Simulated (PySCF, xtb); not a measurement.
BFH5NO2Si, SMILES OB(N[SiH2]F)O.

GFN2-xTB (xtb) at its own geometry gives an orbital gap of 5.98 eV and a dipole moment of 4.32 D.

Geometry: B3LYP-D3(BJ)/def2-SVP. This is a generated structure with no PubChem entry under its InChIKey; it may be hypothetical. Other conformers were not sampled.

Q: What does PBE/def2-TZVP in PySCF give? (An estimate is asked for; the answer gives what the named calculation found.)

A: gap 5.55 eV (levels -6.38 and -0.82 eV), dipole 3.66 D.
